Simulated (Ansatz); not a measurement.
```xyz
10

N     0.858    0.257    1.630
C    -0.342   -0.109    0.925
S    -0.804    1.208   -0.263
Al   -0.405    0.231   -2.157
H     1.666    0.220    1.022
H     1.019   -0.366    2.413
H    -1.164   -0.169    1.641
H    -0.299   -1.060    0.379
H    -0.696    1.034   -3.486
H     0.169   -1.247   -2.105
```

Total charge 0; spin multiplicity 1.

Question: List the PBE0/def2-TZVPP orbital energies in eV (Ansatz 0.2.0). (Estimate.)

Answer: Computed: Occupied: -2422.00, -1527.96, -391.20, -279.88, -217.34, -161.17, -161.06, -161.03, -113.84, -73.95, -73.78, -73.74, -25.28, -20.76, -17.30, -14.20, -13.46, -12.26, -11.11, -10.19, -8.63, -8.16, -7.46, -7.13. Lowest empty: -1.29, 0.34, 0.72, 1.03, 1.41, 2.33, 2.80, 2.84.
